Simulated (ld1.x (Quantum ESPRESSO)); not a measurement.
## Configuration tests for phosphorus (P) (TM)

ld1.x (Quantum ESPRESSO) 7.5 input, shortened:

```
&input
   title='P', zed=15., rel=0, dft='PZ', iswitch=3,
   config='[Ne] 3s2 3p1 3d-2'
 /
 &inputp
   pseudotype=2, tm=.true., lloc=-1, rcloc=0.76,
   nlcc=.false.
 /
3
3S  1  0   2.00   0.00  1.36  1.36  0.0
3P  2  1   1.00   0.00  0.98  0.98  0.0
3D  3  2  -2.00  -0.10  1.32  1.32  0.0
 &test
   configts(1)='3s2 3p1'
 /
```

Energies are relative to the spin-unpolarised reference configuration 3s2 3p1; without spin polarisation the order of configurations can differ from experiment. Spin-polarised rows fill each open shell by Hund’s rule, majority spin first.

```json
{"valence configuration": "3s2 3p3", "charge": "0", "ΔE all-electron (eV)": "-29.095", "error AE − PS (meV)": "+50"}
{"valence configuration": "3s2 3p2", "charge": "+1", "ΔE all-electron (eV)": "-19.262", "error AE − PS (meV)": "+20"}
{"valence configuration": "3s0 3p5", "charge": "0", "ΔE all-electron (eV)": "-12.140", "error AE − PS (meV)": "+152"}
{"valence configuration": "3s1 3p4", "charge": "0", "ΔE all-electron (eV)": "-20.687", "error AE − PS (meV)": "+83"}
{"valence configuration": "3s1 3p0", "charge": "+4", "ΔE all-electron (eV)": "81.969", "error AE − PS (meV)": "+272"}
{"valence configuration": "3s2 3p1 (spin-polarised)", "charge": "+2", "ΔE all-electron (eV)": "-0.265", "error AE − PS (meV)": "+48"}
{"valence configuration": "3s2 3p3 (spin-polarised)", "charge": "0", "ΔE all-electron (eV)": "-30.605", "error AE − PS (meV)": "+209"}
```

Task: What are ΔE and the potential's error for 3s2 3p3.3?

Result: ΔE = -30.434 eV all-electron; the error (AE − PS) is +58 meV.

Task: What are ΔE and the potential's error for 3s2 3p0?

Result: ΔE = 29.905 eV all-electron; the error (AE − PS) is +54 meV.

Levels in the configuration 3s2 3p3.3:

```tsv
level	all-electron (eV)	pseudo (eV)
3s	-11.512	-11.516
3p	-3.348	-3.369
```

Note: ghost state, extra bound levels that the all-electron valence spectrum of the same l lacks: s at -76.1 eV. A true bound ghost makes a file unfit for plane-wave use.
